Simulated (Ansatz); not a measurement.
Reaction (formal exchange of groups at a B–Si bond): `B[SiH](B)O` + `B1[SiH2]S1` → `B[SiH]1BS1` + `B[SiH2]O`

Program: Ansatz. Geometries: PBE0-D4/def2-TZVP. ΔE: electronic, gas phase. CBS: MP2 limit from def2 TZ/QZ plus the TZ coupled-cluster correction, frozen cores. DFT in def2-TZVPP. HSE06 is defined as in plane-wave codes. One conformer a species, not always the lowest.

```tsv
level	ΔE (kJ/mol)
LDA (SPW92)	-17.8
PBE-QIDH	-16.1
BLYP	-18.9
r2SCAN	-17.8
HSE06	-16.4
CCSD(T)/def2-TZVPP	-16.5
HF/def2-QZVPP	-12.5
HF/CBS(def2)	-12.5
```

What does CCSD(T)/CBS give? (Estimate.)

The calculation gave: -15.8 kJ/mol. The listed levels differ from it by -2.0, -0.3, -3.1, -2.0, -0.6, -0.7, 3.3, 3.3 kJ/mol.

Largest T1 diagnostic among the species: 0.020.

From BLYP to BHLYP (50 % exact exchange), in def2-TZVPP and without D4, ΔE moves by +4.1 kJ/mol. Leaving LDA and LC-ωPBE aside and taking each functional with its dispersion term where it has one, the values, not all of them listed here, spread over 6.3 kJ/mol, from BLYP-D4 to ωB97X-V. In def2-TZVPP, CCSD(T) changes the Hartree–Fock value by −4.1 kJ/mol (the triples alone add −1.8 kJ/mol) and MP2 by −5.3 kJ/mol.
